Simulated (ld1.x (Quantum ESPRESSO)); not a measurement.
# Varying the TM potential for zirconium

Base potential:

```
Element                 : zirconium (Zr)
Generator               : ld1.x (Quantum ESPRESSO) 7.5
Type                    : norm-conserving Troullier–Martins (Kleinman–Bylander form)
Functional              : Wu–Cohen
Relativity              : scalar-relativistic
Frozen core             : [Ar] 3d10 4s2
Valence charge          : 10
Reference configuration : 4p6 4d2 5s1.75 5p0 (charge +0.25)
Partial waves           : 5s (bound): rc 2.45 bohr; 4p (bound): rc 1.85 bohr; 4d (bound): rc 2.10 bohr
Local potential         : the d channel
Core correction         : Bessel-smoothed model core, default radius (core density twice the valence density)
```

Cutoffs, loose and tight: the cutoffs (Ry, on a coarse ladder) from which the occupation-weighted sum of valence levels, in a spherical-Bessel basis at the reference potential, stays within 10 and 1 mRy of its value at 400 Ry. They do not see the model core or the augmentation charge, which bear on the density cutoff. Test errors are all-electron minus pseudo excitation energies from the reference, over the configurations 4p6 4d2 5s2 5p0; 4p6 4d2 5s1 5p0; 4p6 4d2 5s0 5p0; 4p6 4d2 5s0 5p2; 4p6 4d1 5s0 5p0; 4p6 4d3 5s0 5p0; 4p5 4d2 5s2 5p0. A dash means not determined; rows that change the core or the reference have their own tests.

A true bound ghost makes a file unfit for plane-wave use even where its test errors are small: the radial tests pick states by their node count and pass the ghost by.

```tsv
change	outcome	cutoff, loose	cutoff, tight	bound ghosts	largest test error (meV)
base	generated	35 Ry	45 Ry	s	-130
wave 4p (bound): rc 1.85 bohr becomes 4p (bound): rc 1.28 bohr	generated	55 Ry	110 Ry	s	-112
wave 4p (bound): rc 1.85 bohr becomes 4p (bound): rc 1.94 bohr	generated	30 Ry	40 Ry	s	-134
wave 4p (bound): rc 1.85 bohr becomes 4p (bound): rc 2.04 bohr	generated	30 Ry	40 Ry	s	-139
wave 4p (bound): rc 1.85 bohr becomes 4p (bound): rc 2.38 bohr	generated	30 Ry	40 Ry	s	-147
wave 4p (bound): rc 1.85 bohr becomes 4p (bound): rc 2.56 bohr	generated	30 Ry	40 Ry	s	-143
wave 4p (bound): rc 1.85 bohr becomes 4p (bound): rc 2.80 bohr	generated	30 Ry	40 Ry	s	-124
```

(1) What comes out with this change to the base: wave 4p (bound): rc 1.85 bohr becomes 4p (bound): rc 1.64 bohr?

(2) What comes out with this change to the base: wave 4p (bound): rc 1.85 bohr becomes 4p (bound): rc 1.48 bohr?

## Answers

(1) outcome: generated; cutoff, loose: 45 Ry; cutoff, tight: 80 Ry; bound ghosts: s; largest test error (meV): -120.

(2) outcome: generated; cutoff, loose: 50 Ry; cutoff, tight: 90 Ry; bound ghosts: s; largest test error (meV): -115.

Reading the sweep of the p radius (base included, trends over the rows without a ghost): Bound ghosts are found at 1.28, 1.48, 1.64, 1.85, 1.94, 2.04, 2.38, 2.56, 2.8 bohr. Every judged row has one, so this setting neither creates nor removes them.
